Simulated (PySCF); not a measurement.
# Energy of Mn (manganese, neutral) between two integer charges

The 4s beta orbital of [Ar] 3d5 4s2 is emptied in steps (occupation f), with all orbitals relaxed, ending at [Ar] 3d5 4s1. All numbers are calculated (PySCF 2.14, no relativity, point nucleus, in aug-cc-pVDZ (7s6p4d2f, 59 functions)). The exact energy is a straight line in f; departures are measured from the line between the end points of the same method.

Among PBE0, r2SCAN, LC-wPBE, which shows the largest delocalisation error (convex curve), and which is closest to linear?

Most convex: r2SCAN (-0.550 eV at f = 0.5); closest to linear: LC-wPBE (0.017 eV).

```csv
f,PBE0 (eV),r2SCAN (eV),LC-wPBE (eV)
1,0.000,0.000,0.000
0.75,-0.369,-0.433,0.015
0.5,-0.489,-0.550,0.017
0.25,-0.360,-0.370,0.010
0,0.000,0.000,0.000
```

| method | E(f=0) − E(f=1) (eV) | −ε at f=1 (eV) | −ε at f=0.5 (eV) |
| --- | --- | --- | --- |
| PBE0 | 7.027 | 5.057 | 7.045 |
| r2SCAN | 6.874 | 4.497 | 7.021 |
| LC-wPBE | 6.910 | 6.999 | 6.895 |

As f goes to zero the orbital energy of a semilocal functional can turn back, because the density of that orbital vanishes from the exchange-correlation potential.

Reference removal energy between the ground levels: 7.434 eV (measured; NIST Atomic Spectra Database, ionization energies).
